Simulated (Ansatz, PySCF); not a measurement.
Species: CH$_{3}$Si (charge 0, doublet). It need not be the lowest isomer of its formula. 
Geometry from a B3LYP-D3(BJ)/def2-TZVP (Ansatz, a program for electronic structure) optimisation:
```xyz
5

C     -1.1588    -0.2310    -0.0465
Si     0.4752     0.0947     0.0191
H     -2.2080    -0.4401    -0.0887
H      1.4943    -0.9666     0.1040
H      1.0136     1.4665    -0.0033
```
Charge 0, spin multiplicity 2.

Wanted: atomisation energy (electronic, to ground-state atoms), in eV. Correlated levels leave the core frozen unless marked. UHF or UKS for open shells. No spin-orbit coupling. Non-relativistic unless marked X2C. The coupled-cluster limit lacks core correlation, which all-electron functionals hold. Basis-set limits of correlation are two-point, X^-3; Hartree-Fock from the larger set.

```tsv
level	program	atomisation energy (eV)	minus last row
HF/6-31G*	Ansatz	10.85	-4.15
HF/def2-SVP	Ansatz	11.08	-3.92
M06-L-D4/def2-TZVPD	PySCF + dftd4	15.33	0.33
wB97X/def2-TZVPD	Ansatz	14.99	-0.01
MP2/def2-SVP	Ansatz	13.63	-1.37
MP2/cc-pV(T+d)Z	Ansatz	14.18	-0.82
CCSD/def2-SVP	Ansatz	13.85	-1.15
CCSD/CBS(cc-pV(T+d)Z,cc-pV(Q+d)Z)	Ansatz	14.76	-0.24
X2C-CCSD(T)/cc-pVTZ-DK	Ansatz	14.42	-0.58
CCSD(T)/CBS(cc-pV(T+d)Z,cc-pV(Q+d)Z)	Ansatz	15.00	0.00
```

The UHF reference is spin-contaminated (<S^2> 0.39 over the pure value in the largest basis). The T1 diagnostic of CCSD in the largest basis is 0.059, which is high, so the coupled-cluster rows are less sure than usual.
